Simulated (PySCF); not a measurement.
CH₂Cl, charge -1, singlet, at a GFN2-xTB geometry (in this run its highest filled SCF level lies above zero, so its values depend strongly on the basis, on diffuse functions most of all), with bond 3-1 at 1.8 times its length; HF/STO-3G in PySCF.

Here is a job for PySCF.
```python
from pyscf import gto, scf

mol = gto.Mole()
mol.atom = '''
    C     0.003763    0.162179   -1.249589
    Cl   -0.001562    0.000183    0.619069
    H     1.588304   -1.014268   -1.720298
    H    -0.880087   -0.484781   -1.515547
'''
mol.basis = 'sto-3g'
mol.charge = -1
mol.spin = 0
mol.verbose = 4
mol.build()

mf = scf.RHF(mol)
mf.kernel()
mo_i, mo_e, stable_i, stable_e = mf.stability(internal=True, external=True, return_status=True, nroots=6, tol=1e-6)
print('internally stable:', stable_i, ' externally stable:', stable_e)
if not stable_e:
    umf = mf.to_uhf() if not hasattr(mf, 'xc') else mf.to_uks()
    umf.scf_summary = {}
    umf.kernel(umf.make_rdm1(mo_e, umf.mo_occ))
```

It wrote (shortened):

```
PySCF version 2.14.0

[INPUT] verbose = 4
[INPUT] num. atoms = 4
[INPUT] num. electrons = 26
[INPUT] charge = -1
[INPUT] spin (= nelec alpha-beta = 2S) = 0
[INPUT] symmetry False subgroup None
[INPUT] Mole.unit = angstrom
[INPUT] Symbol           X                Y                Z      unit          X                Y                Z       unit  Magmom
[INPUT]  1 C      0.003763000000   0.162179000000  -1.249589000000 AA    0.007111039407   0.306473893156  -2.361380978269 Bohr   0.0
[INPUT]  2 Cl    -0.001562000000   0.000183000000   0.619069000000 AA   -0.002951752207   0.000345819881   1.169870862208 Bohr   0.0
[INPUT]  3 H      1.588304000000  -1.014268000000  -1.720298000000 AA    3.001459562551  -1.916688736910  -3.250892072637 Bohr   0.0
[INPUT]  4 H     -0.880087000000  -0.484781000000  -1.515547000000 AA   -1.663123395790  -0.916103320393  -2.863968758906 Bohr   0.0

nuclear repulsion = 40.1753426778733
number of shells = 10
number of NR pGTOs = 48
number of NR cGTOs = 16
basis = sto-3g
ecp = {}

******** <class 'pyscf.scf.hf.RHF'> ********
method = RHF
initial guess = minao
damping factor = 0
level_shift factor = 0
DIIS = <class 'pyscf.scf.diis.CDIIS'>
diis_start_cycle = 1
diis_space = 8
diis_damp = 0
SCF conv_tol = 1e-09
SCF conv_tol_grad = None
SCF max_cycles = 50
direct_scf = True
direct_scf_tol = 1e-13
Set gradient conv threshold to 3.16228e-05
Initial guess from minao.
init E= -492.124474847981
cycle= 1 E= -492.726709707603  delta_E= -0.602  |g|= 0.149  |ddm|=  2.3
cycle= 2 E= -492.741056514778  delta_E= -0.0143  |g|= 0.0751  |ddm|= 0.446
cycle= 3 E= -492.744137094651  delta_E= -0.00308  |g|= 0.0269  |ddm|= 0.132
cycle= 4 E= -492.745229105773  delta_E= -0.00109  |g|= 0.0113  |ddm|= 0.125
cycle= 5 E= -492.745505833299  delta_E= -0.000277  |g|= 0.00239  |ddm|= 0.0837
cycle= 6 E= -492.745517138103  delta_E= -1.13e-05  |g|= 0.000704  |ddm|= 0.0147
cycle= 7 E= -492.745517997886  delta_E= -8.6e-07  |g|= 0.000145  |ddm|= 0.00406
cycle= 8 E= -492.74551803009  delta_E= -3.22e-08  |g|= 2.62e-05  |ddm|= 0.000748
cycle= 9 E= -492.745518031168  delta_E= -1.08e-09  |g|= 3.9e-06  |ddm|= 0.000148
cycle= 10 E= -492.745518031186  delta_E= -1.77e-11  |g|= 8.19e-07  |ddm|= 1.62e-05
Extra cycle  E= -492.745518031186  delta_E= -5.68e-13  |g|= 3.74e-07  |ddm|= 1.96e-06
converged SCF energy = -492.745518031186
rhf_internal: lowest eigs of H = [0.78381229 1.13204166 1.47629972 1.60531502 1.66928696 1.76164927]
<class 'pyscf.scf.hf.RHF'> wavefunction is stable in the internal stability analysis
rhf_real2complex: lowest eigs of H = [0.11755755 0.20533904 0.22333199 0.3329625  0.38561232 0.42230493]
<class 'pyscf.scf.hf.RHF'> wavefunction is stable in the real -> complex stability analysis
rhf_external: lowest eigs of H = [-0.18651944  0.05674299  0.10906487  0.28321695  0.30932478  0.33264536]
<class 'pyscf.scf.hf.RHF'> wavefunction has an RHF/RKS -> UHF/UKS instability
internally stable: True  externally stable: False

******** <class 'pyscf.scf.uhf.UHF'> ********
method = UHF
initial guess = minao
damping factor = 0
level_shift factor = 0
DIIS = <class 'pyscf.scf.diis.CDIIS'>
diis_start_cycle = 1
diis_space = 8
diis_damp = 0
SCF conv_tol = 1e-09
SCF conv_tol_grad = None
SCF max_cycles = 50
direct_scf = True
direct_scf_tol = 1e-13
number electrons alpha = 13  beta = 13
Set gradient conv threshold to 3.16228e-05
init E= -492.605689176759
cycle= 1 E= -492.778550572815  delta_E= -0.173  |g|= 0.0911  |ddm|= 0.771
cycle= 2 E= -492.791689234625  delta_E= -0.0131  |g|= 0.0324  |ddm|= 0.199
cycle= 3 E= -492.794364445899  delta_E= -0.00268  |g|= 0.015  |ddm|= 0.0995
cycle= 4 E= -492.795160694825  delta_E= -0.000796  |g|= 0.009  |ddm|= 0.0609
cycle= 5 E= -492.795646761942  delta_E= -0.000486  |g|= 0.00373  |ddm|= 0.0691
cycle= 6 E= -492.795738958544  delta_E= -9.22e-05  |g|= 0.000795  |ddm|= 0.0411
cycle= 7 E= -492.795740946125  delta_E= -1.99e-06  |g|= 0.000396  |ddm|= 0.00388
cycle= 8 E= -492.795741577509  delta_E= -6.31e-07  |g|= 0.000194  |ddm|= 0.00243
cycle= 9 E= -492.795741765123  delta_E= -1.88e-07  |g|= 8.79e-05  |ddm|= 0.00159
cycle= 10 E= -492.79574180481  delta_E= -3.97e-08  |g|= 4.23e-05  |ddm|= 0.000772
cycle= 11 E= -492.79574181399  delta_E= -9.18e-09  |g|= 1.52e-05  |ddm|= 0.000383
cycle= 12 E= -492.795741814977  delta_E= -9.87e-10  |g|= 4.11e-06  |ddm|= 0.000141
Extra cycle  E= -492.795741815009  delta_E= -3.23e-11  |g|= 2.65e-06  |ddm|= 9.13e-06
converged SCF energy = -492.795741815009  <S^2> = 0.78972806  2S+1 = 2.0393411
```
